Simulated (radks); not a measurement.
Fractional charge and spin in the 6s shell of cerium: the spin-up occupation runs from 0 to 1 and the spin-down occupation from 0 to 1; the fullest corner is Ce, [Xe] 4f(up 0.5, down 0.5) 5d(up 0.5, down 0.5) 6s(up 1, down 1). All-electron calculation, scalar-relativistic Kohn-Sham, PBE, spin-polarised, spherical densities, point nucleus. Program: a radial shooting solver on a logarithmic mesh with Libxc functionals. Energy (eV) minus the two flat planes that join the four corners (they meet along the diagonal where the two added fractions sum to one electron); zero is where a piecewise linear energy would lie.

down \ up       0     0.5       1
0           0.000  -0.621   0.000
0.5        -0.621   0.166  -0.550
1           0.000  -0.550   0.000

Corners above the fullest one (they belong to Ce+ and the next ion): (up 1, down 0) 5.905 eV, (up 0, down 1) 5.905 eV, (up 0, down 0) 17.151 eV. With half an added electron in each spin the energy lies 0.166 eV from the planes, and with half an added electron in spin up alone -0.621 eV. The planes are only a guide here: the flat-plane condition holds for ground states with one frontier orbital, while this shell lies below other occupied shells, so the corners above the fullest one are inner-hole states and not the ground states of those ions.
